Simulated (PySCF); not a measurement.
Isomers of C5H6OS, one GFN2-xTB conformer each. Single-point energies are computed at PBE0/pcSseg-1 (PySCF, gas phase, no added dispersion term), electronic only.

Question: Rank them by PBE0/pcSseg-1 energy, lowest first (kcal/mol).
A. `[CH3:1][O:2][c:3]1[cH:4][cH:5][cH:6][s:7]1` with C1–O2–C3–C4 179°
B. `[O:1]=[CH:2][C@@H:3]1[CH2:4][CH:5]=[CH:6][S:7]1` with O1–C2–C3–C4 4°, C2–C3–C4–C5 -97°, C3–C4–C5–C6 -10°, C5–C6–S7–C3 8°, C2–C3–S7–C6 107°
C. `[O:1]=[CH:2][C:3]1=[CH:4][CH2:5][CH2:6][S:7]1` with O1–C2–C3–C4 2°, C3–C4–C5–C6 13°, C4–C5–C6–S7 -17°, C5–C6–S7–C3 15°, C2–C3–S7–C6 173°
D. `[CH3:1][S:2][c:3]1[cH:4][cH:5][o:6][cH:7]1` with C1–S2–C3–C4 180°
E. `[CH3:1][S:2][c:3]1[cH:4][cH:5][cH:6][o:7]1` with C1–S2–C3–C4 180°
F. `[CH:1]#[C:2][C:3](=[CH2:4])[S@@:5]([CH3:6])=[O:7]` with C2–C3–S5–C6 70°
G. `[SH:1][CH2:2][c:3]1[cH:4][cH:5][cH:6][o:7]1` with H–S1–C2–C3 -59°, S1–C2–C3–C4 -87°

Answer: G (0.0), C (1.8), B (3.5), D (3.9), E (4.0), A (5.5), F (78.8).

As drawn, the lowest has an aromatic ring and an S–H bond, which the highest lacks; the highest has a C≡C bond, an S=O bond and a C=C bond outside aromatic rings, which the lowest lacks. Neighbours under 2.5 kcal/mol apart (SCc1ccco1 and O=CC1=CCCS1; O=CC1=CCCS1 and O=C[C@@H]1CC=CS1; O=C[C@@H]1CC=CS1 and CSc1ccoc1; CSc1ccoc1 and CSc1ccco1; others) can change places with a better method, another conformer or zero-point energy. GFN2-xTB itself gives, in the same order: 0.0, 16.0, 18.3, 4.0, 3.5, 4.6, 69.6. Both levels put the same isomer lowest; measured from each level's own lowest isomer, the values differ by up to 14.8 kcal/mol (O=C[C@@H]1CC=CS1: 18.3 against 3.5).

Q: Which frontier levels, dipoles and rotational constants go with these structures?

A: 
| SMILES | HOMO (eV, PBE0/pcSseg-1) | LUMO (eV) | dipole (D) | A, B, C (MHz) |
| --- | --- | --- | --- | --- |
| SCc1ccco1 | -6.41 | -0.17 | 1.52 | 5912, 1293, 1207 |
| O=CC1=CCCS1 | -6.28 | -1.94 | 3.59 | 4443, 1692, 1249 |
| O=C[C@@H]1CC=CS1 | -6.30 | -0.95 | 2.18 | 3432, 2164, 1668 |
| CSc1ccoc1 | -6.02 | 0.27 | 0.93 | 5891, 1507, 1209 |
| CSc1ccco1 | -5.74 | 0.38 | 1.12 | 5761, 1631, 1282 |
| COc1cccs1 | -6.07 | 0.04 | 1.12 | 4895, 1936, 1400 |
| C#CC(=C)[S@@](C)=O | -6.97 | -1.37 | 3.29 | 3641, 1760, 1369 |

Q: As an exercise, what shares would exp(−E/RT) give at 500 K from these electronic energies alone (no entropy, no degeneracies)?

A: RT = 0.994 kcal/mol: SCc1ccco1 80.9 %, O=CC1=CCCS1 13.5 %, O=C[C@@H]1CC=CS1 2.3 %, CSc1ccoc1 1.6 %, CSc1ccco1 1.4 %, COc1cccs1 0.3 %, C#CC(=C)[S@@](C)=O under 0.1 %.
